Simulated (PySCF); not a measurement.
Au2, SMILES [Au][Au], multiplicity 1.

Geometry: B3LYP-D3(BJ)/def2-TZVPD. The multiplicity is an assumed one; other spin states were not compared. The def2 effective core potentials stand for the cores of Au; spin–orbit coupling is left out.

Two levels are set side by side: PBE/def2-TZVPD (PySCF) and HF/def2-TZVPD (PySCF). Same geometry, gas phase. Differences are taken from unrounded values.

| quantity | HF | PBE | PBE minus HF |
|---|---|---|---|
| orbital gap (eV) | 7.58 | 2.04 | -5.54 |
| highest occupied level (eV) | -7.86 | -6.35 | 1.52 |
| lowest empty level (eV) | -0.28 | -4.31 | -4.03 |
| mean polarisability (bohr³) | 84.0 | 72.4 | -11.6 |

Without exact exchange PBE keeps part of each electron's self-repulsion, which lifts occupied levels and narrows the gap. Differences between two approximate levels are no errors against the true value.

Rough cost on one machine, each run with all the roots and properties that it gave: HF against PBE about 1/4.
